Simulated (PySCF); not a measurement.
**Frontier orbitals and the lowest excitations**

Species: C7H7F.
Geometry (GFN2-xTB, Å), atoms numbered from 1 in this order:
```xyz
15
C7H7F angstrom
C     -3.0480    1.9459    0.7026
C     -2.2731    0.9627    0.3748
C     -1.5041   -0.0189    0.0215
C     -0.5001    0.0634   -1.1040
C      0.8362   -0.1799   -0.5998
C      1.9136   -0.3733   -0.1098
C      3.2386   -0.6509    0.4063
F      3.8602   -1.6500   -0.3143
H     -4.0241    2.0715    0.2611
H     -2.7587    2.6756    1.4422
H     -1.5386   -0.9626    0.5496
H     -0.7308   -0.6997   -1.8552
H     -0.5416    1.0472   -1.5780
H      3.8809    0.2358    0.3351
H      3.1852   -0.9983    1.4459
```

Method used: TDDFT CAM-B3LYP/def2-SVPD, vertical, gas phase, core orbitals frozen in the response in PySCF.

Kohn–Sham orbitals with the atoms that hold most of them (Löwdin shares over 4%, at most four atoms; ? is withheld):

```csv
orbital,ε (eV),atoms
HOMO-3,-9.69,"C5 23%, C6 22%, C2 16%, C1 16%"
HOMO-2,-9.33,"C5 28%, C6 27%, C3 11%, C2 9%"
HOMO-1,-9.14,"C2 24%, C1 24%, C3 11%, C6 11%"
HOMO,?,?
LUMO,0.97,?
LUMO+1,1.08,"C7 16%, C6 13%, C5 12%, C2 10%"
LUMO+2,1.44,"C2 25%, C3 21%, C1 20%, H9 12%"
```

(1) Give the leading atoms of the HOMO.

(2) Give the leading atoms of the LUMO.

(3) What is the HOMO energy, and the HOMO–LUMO gap?

Answers

(1) C3 (bonded to 2 C and H) 21%; C2 (bonded to 2 C) 20%; C5 (bonded to 2 C) 17%; C6 (bonded to 2 C) 17%.

(2) C1 (bonded to C and 2 H) 22%; C2 (bonded to 2 C) 20%; C3 (bonded to 2 C and H) 12%; C5 (bonded to 2 C) 10%.

(3) ε(HOMO) = -8.81 eV; the gap is 9.78 eV (0.3594 hartree).

Task: How does S1 compare with the orbital gap of 9.78 eV?

Result: S1 is at 5.85 eV (f = 0.0023), 3.94 eV below the gap, made of HOMO→LUMO (56%). 

Next come S2 at 6.08 eV (f 0.0039), HOMO→LUMO+1 (20%), HOMO→LUMO+4 (18%), HOMO-2→LUMO (16%); S3 at 6.39 eV (f 0.0044), HOMO-1→LUMO+2 (35%), HOMO-1→LUMO+1 (18%), HOMO-3→LUMO+2 (14%); S4 at 6.64 eV (f 0.010), HOMO-2→LUMO+1 (12%), HOMO→LUMO+3 (8%); S5 at 6.99 eV (f 0.015), HOMO-3→LUMO+6 (11%), HOMO-1→LUMO+6 (10%).

Löwdin shares depend on the basis, the more so with diffuse functions.

The run took 1.8 min (with the writing of density and orbital grids) on Arm Neoverse N1, one thread, shared host with 64 logical CPUs at a one-minute load of 61, and the process peaked at 1.0 GiB of memory.

One conformer stands for the species.
